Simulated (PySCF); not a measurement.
# Working out the ionisation energy of Sr

Sr [Kr] 5s2 (1S) → Sr⁺ [Kr] 5s1 (2S). Computed with PySCF 2.14 in x2c-QZVPPall (13s8p7d3f2g, 111 functions), with scalar relativity by spin-free X2C-1e. Frozen: [Ar] 3d10. Energies in hartree (1 hartree = 27.21139 eV):

```json
{"part": "UHF", "Sr (lower)": "-3177.353081", "Sr⁺ (upper)": "-3177.178728"}
{"part": "MP2 opposite-spin", "Sr (lower)": "-0.175893", "Sr⁺ (upper)": "-0.150517"}
{"part": "MP2 same-spin", "Sr (lower)": "-0.059536", "Sr⁺ (upper)": "-0.054024"}
```

Task: What does Hartree-Fock give?

Result: (-3177.178728) − (-3177.353081) = 0.174353 hartree = 4.744 eV.

Task: What do MP2 and SCS-MP2 (6/5 opposite-spin, 1/3 same-spin) give?

Result: The opposite-spin parts differ by 0.691 eV and the same-spin parts by 0.150 eV. MP2: 4.744 + (0.691) + (0.150) = 5.585 eV. SCS-MP2: 4.744 + 1.2 × (0.691) + (0.150)/3 = 5.623 eV.

Measured between the centres of the two terms (NIST): 5.695 eV, so MP2 (valence and next inner shell) is off by -0.110 eV.

What remains against the reference includes basis incompleteness, the frozen core and correlation beyond second order.
